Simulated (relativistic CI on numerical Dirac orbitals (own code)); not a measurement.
Mn+: resonant inelastic scattering at the L2,3 edge

Computed with this model: Dirac-Coulomb-Breit CI, separate exchange-only KLI orbitals for each configuration, a model potential for QED, valence Slater integrals scaled by 0.8, Kramers-Heisenberg scattering through one core-hole configuration in a parametric crystal field; configurations [Ar] 3d6 → [He] 2s2 2p5 3s2 3p6 3d7; 300 K; core-hole width 0.6 eV; summed over polarisations. Incident energies are the highest absorption maxima for each field (at most a few, so the weaker spin-orbit partner edge can be absent), on the computed scale of the free ion. Intensities are in per cent of the strongest line above 0.02 eV; levels within 1 cm⁻¹ are merged; final levels count from the ground level, the first row holds all elastic scattering, lines under 0.4 are left out and each table stops after 24 rows. The scale of the Slater integrals is a model choice and moves the terms in proportion. The configuration is assumed, with all valence electrons in the open shell; the free ion's ground configuration is another.

Field parameters in Wybourne normalisation: Oh B⁴₀ = 21Dq, B⁴₄ = √(5/14) B⁴₀. The field is a parameter set, without covalency.

S is read from ⟨S²⟩ = S(S + 1).

Oh, 10Dq = 2400 cm⁻¹:

| Final level (eV) | Degeneracy | Irrep | S | 640.2 eV | 642.2 eV | 650.9 eV |
| --- | --- | --- | --- | --- | --- | --- |
| 0.000 | 3 | T2 | 2.00 | 641.9 | 105.6 | 79.2 |
| 0.014 | 2 | E | 2.00 | 45.7 | 5.4 | 7.5 |
| 0.015 | 3 | T1 | 2.00 | 51.9 | 10.0 | 7.9 |
| 0.034 | 1 | A1 | 2.00 | 35.8 | 2.0 | 4.1 |
| 0.037 | 3 | T1 | 2.00 | 99.4 | 9.1 | 12.8 |
| 0.039 | 3 | T2 | 2.00 | 100.0 | 8.4 | 15.4 |
| 0.322 | 1 | A2 | 2.00 | 16.8 | 5.4 | 3.5 |
| 0.323 | 3 | T2 | 2.00 | 56.5 | 17.3 | 12.1 |
| 0.324 | 2 | E | 2.00 | 40.4 | 11.9 | 7.5 |
| 0.325 | 3 | T1 | 2.00 | 52.2 | 8.7 | 10.4 |
| 0.326 | 1 | A1 | 2.00 | 15.3 | 2.6 | 2.4 |
| 1.645 | 2 | E | 1.00 | 1.5 | 6.2 | 2.7 |
| 1.647 | 3 | T2 | 1.00 | 2.4 | 7.3 | 2.6 |
| 1.672 | 3 | T1 | 1.00 | 9.6 | 6.1 | 3.5 |
| 1.674 | 1 | A1 | 0.99 | 1.0 | 3.7 | 1.9 |
| 1.778 | 1 | A2 | 1.00 | 0.9 | 1.6 | 1.0 |
| 1.784 | 3 | T2 | 1.00 | 2.9 | 6.2 | 4.6 |
| 1.792 | 3 | T1 | 1.00 | 4.4 | 10.9 | 5.1 |
| 1.796 | 2 | E | 1.00 | 3.6 | 3.0 | 1.8 |
| 1.897 | 3 | T1 | 1.00 | 5.2 | 13.9 | 12.0 |
| 1.900 | 1 | A1 | 1.00 | 1.3 | 4.1 | 4.0 |
| 1.900 | 2 | E | 1.00 | 4.3 | 5.7 | 1.8 |
| 1.902 | 3 | T2 | 1.00 | 6.6 | 7.0 | 6.1 |
| 2.016 | 3 | T1 | 1.00 | 4.4 | 8.8 | 4.2 |

Oh, 10Dq = 5350 cm⁻¹:

```csv
Final level (eV),Degeneracy,Irrep,S,640.2 eV,641 eV,650.8 eV
0.000,3,T2,2.00,590.3,273.0,78.5
0.015,2,E,2.00,25.5,26.0,3.8
0.015,3,T1,2.00,50.4,24.2,7.9
0.036,1,A1,2.00,22.5,21.7,3.7
0.038,3,T1,2.00,91.4,43.1,15.2
0.039,3,T2,2.00,100.0,30.2,13.2
0.687,1,A2,2.00,9.9,14.8,1.5
0.688,3,T2,2.00,30.6,64.7,9.7
0.688,2,E,2.00,20.8,52.2,6.7
0.688,3,T1,2.00,29.0,75.3,10.7
0.688,1,A1,2.00,9.1,25.0,1.8
1.338,2,E,1.00,4.2,3.9,2.2
1.339,3,T2,1.00,6.0,7.7,3.3
1.360,1,A1,0.97,1.8,1.9,2.0
1.366,3,T1,1.00,11.4,3.9,3.9
1.641,3,T1,1.00,5.2,4.0,13.3
1.645,2,E,1.00,2.1,3.1,4.3
1.649,3,T2,1.00,3.3,3.7,7.2
1.650,1,A2,1.00,0.7,1.0,0.6
1.651,1,A1,0.10,0.2,0.2,0.7
1.899,3,T1,0.99,5.8,3.0,14.6
1.901,2,E,1.00,3.3,1.2,1.5
1.904,3,T2,1.00,4.6,3.4,7.0
1.908,1,A1,1.00,2.3,0.6,4.3
```

For the first field the strongest loss at the lowest incident energy is the level at 0.04 eV (S = 2.00, against 2.00 in the thermal ground state). Levels of other spin, the first over 8 % at 1.67 eV, appear because spin-orbit coupling of the core hole, and in heavier ions of the valence shell too, mixes spins.
